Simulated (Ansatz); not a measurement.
Geometry optimisation, RKS PBE0-D4/def2-SVP in Ansatz.

The input (input.yaml):

```yaml
crystal:
  periodic: [false, false, false]
  atoms:
    - { symbol: B, position_ang: [-0.32552, 1.18585, -0.45335] }
    - { symbol: C, position_ang: [0.61631, 0.10922, 0.19125] }
    - { symbol: B, position_ang: [-0.18769, -1.24535, 0.22012] }
    - { symbol: F, position_ang: [-0.95416, -1.51609, 1.25666] }
    - { symbol: H, position_ang: [-0.34593, 1.32251, -1.61392] }
    - { symbol: H, position_ang: [-1.02751, 1.83288, 0.22019] }
    - { symbol: H, position_ang: [1.52107, -0.02203, -0.39916] }
    - { symbol: H, position_ang: [0.87719, 0.3842, 1.21233] }
    - { symbol: H, position_ang: [-0.17376, -2.05118, -0.63413] }
basis:
  gaussian: { orbitals: def2-SVP }
hamiltonian:
  xc: pbe0
  dispersion: d4
relax:
  f_tol: 0.015
  max_steps: 40
```

Command:

```bash
$ ansatz run input.yaml --threads 1 --pin off --max-ram 2048MiB --backend cpu --events-out ev --progress --plain --runs-dir out
```

**Question.** Where does it end, and by what steps?

**Answer.** The forces met the threshold. After 12 steps the energy has fallen by 0.089 eV; F4 moved furthest, 0.34 Å.

```json
{"step": "0", "energy less start (eV)": "0.0000", "largest force component (eV/Å)": "1.054", "accepted": "yes"}
{"step": "1", "energy less start (eV)": "-0.0707", "largest force component (eV/Å)": "0.417", "accepted": "yes"}
{"step": "2", "energy less start (eV)": "-0.0737", "largest force component (eV/Å)": "0.214", "accepted": "yes"}
{"step": "3", "energy less start (eV)": "-0.0784", "largest force component (eV/Å)": "0.061", "accepted": "yes"}
{"step": "4", "energy less start (eV)": "-0.0794", "largest force component (eV/Å)": "0.067", "accepted": "yes"}
{"step": "5", "energy less start (eV)": "-0.0821", "largest force component (eV/Å)": "0.097", "accepted": "yes"}
{"step": "6", "energy less start (eV)": "-0.0823", "largest force component (eV/Å)": "0.247", "accepted": "yes"}
{"step": "7", "energy less start (eV)": "-0.0839", "largest force component (eV/Å)": "0.190", "accepted": "yes"}
{"step": "8", "energy less start (eV)": "-0.0877", "largest force component (eV/Å)": "0.086", "accepted": "yes"}
{"step": "9", "energy less start (eV)": "-0.0886", "largest force component (eV/Å)": "0.024", "accepted": "yes"}
{"step": "10", "energy less start (eV)": "-0.0887", "largest force component (eV/Å)": "0.032", "accepted": "yes"}
{"step": "11", "energy less start (eV)": "-0.0885", "largest force component (eV/Å)": "0.053", "accepted": "no"}
{"step": "12", "energy less start (eV)": "-0.0888", "largest force component (eV/Å)": "0.004", "accepted": "yes"}
```

```xyz
9
Properties=species:S:1:pos:R:3
B -0.303 1.183 -0.469
C 0.549 0.138 0.302
B -0.179 -1.241 0.214
F -0.734 -1.768 1.296
H -0.451 1.081 -1.666
H -0.853 2.095 0.105
H 1.459 -0.024 -0.309
H 0.790 0.412 1.338
H -0.279 -1.876 -0.812
```

Whether the end is a true minimum wasn't checked by a vibrational analysis.

Time of the run: 33 s on 1 CPU thread of a shared host.
